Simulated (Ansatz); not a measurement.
`[CH3][In]([Cl])[C]#N` and `C[O][In]([CH3])[Cl]` differ in one atom or group.

Ansatz, PBE0-D4/def2-TZVP geometries, multiplicity 1. Each molecule was computed in one conformer, which needn't be the lowest.

Elements past krypton have def2 core potentials.

```
                                          property  `[CH3][In]([Cl])[C]#N`
size of the dipole moment (ωB97M-V/def2-TZVPP) / D                    4.84
           HOMO–LUMO gap (ωB97M-V/def2-TZVPP) / eV                   10.39
              HOMO–LUMO gap (PBE0/def2-TZVPP) / eV                    6.52
                 LUMO energy (PBE/def2-TZVPP) / eV                   -3.00
                LUMO energy (PBE0/def2-TZVPP) / eV                   -2.26
             HOMO–LUMO gap (B3LYP/def2-TZVPP) / eV                    5.98
```

Question: Give the same properties after the change, and the shifts. (Best estimate.)

Answer: Computed: 
```json
{"property": "size of the dipole moment (ωB97M-V/def2-TZVPP) / D", "`C[O][In]([CH3])[Cl]`": "2.55", "shift": "-2.29"}
{"property": "HOMO–LUMO gap (ωB97M-V/def2-TZVPP) / eV", "`C[O][In]([CH3])[Cl]`": "10.34", "shift": "-0.05"}
{"property": "HOMO–LUMO gap (PBE0/def2-TZVPP) / eV", "`C[O][In]([CH3])[Cl]`": "6.33", "shift": "-0.19"}
{"property": "LUMO energy (PBE/def2-TZVPP) / eV", "`C[O][In]([CH3])[Cl]`": "-2.11", "shift": "0.89"}
{"property": "LUMO energy (PBE0/def2-TZVPP) / eV", "`C[O][In]([CH3])[Cl]`": "-1.23", "shift": "1.03"}
{"property": "HOMO–LUMO gap (B3LYP/def2-TZVPP) / eV", "`C[O][In]([CH3])[Cl]`": "5.78", "shift": "-0.20"}
```

With PBE0 the HOMO rises by 1.22 eV and the LUMO rises by 1.03 eV, so the gap narrows by about 0.19 eV. PBE moves the HOMO by 1.33 eV and ωB97M-V by 1.04 eV. Dipoles are sizes alone; their direction can turn.

B3LYP here is the variant with VWN-RPA as its local correlation; programs differ in this.
